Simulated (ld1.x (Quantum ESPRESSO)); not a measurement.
**Cd (Z = 48): PAW pseudisation with PBE, fully relativistic reference atom.**

```json
{
 "Element": "cadmium",
 "Generator": "ld1.x (Quantum ESPRESSO) 7.5",
 "Type": "PAW",
 "Functional": "PBE",
 "Relativity": "fully relativistic",
 "Frozen core": "[Ar] 3d10",
 "Valence charge": "20",
 "Reference configuration": "4s2 4p6 4d10 5s2 5p0",
 "Partial waves": "4s (bound): rcut 1.15, rcutus 1.40 bohr; 5s (bound): rcut 1.15, rcutus 1.40 bohr; 4p (bound): rcut 1.65, rcutus 1.80 bohr; 5p (bound, empty): rcut 1.65, rcutus 1.80 bohr; 4d (bound): rcut 1.30, rcutus 1.55 bohr; 4d channel at -0.15 Ry: rcut 1.30, rcutus 1.55 bohr",
 "Local potential": "all-electron potential smoothed inside 1.60 bohr (lloc = -1)",
 "Core correction": "Bessel-smoothed model core inside 1.15 bohr",
 "Augmentation charge": "BESSEL, radius 0.95 bohr"
}
```

Open shells are filled in proportion to 2j + 1 (rel_dist='average').

All-electron outer shells of the reference configuration (PBE, scalar-relativistic, ld1.x):

```tsv
shell	level (eV)	outermost node (bohr)	outermost maximum (bohr)
3p	-601.27	0.14	0.32
3d	-393.64	–	0.27
4s	-105.92	0.43	0.79
4p	-66.97	0.43	0.84
4d	-11.73	0.42	0.98
5s	-5.66	1.07	2.35
5p	-1.18	1.20	3.33
```

Results:

```json
{
  "Configuration tests": "test run stopped at test 4 of 7 (negative rho)"
}
```

The ghost test of this file was not conclusive.

Generation and tests took about 3 s on one core of a shared server CPU.
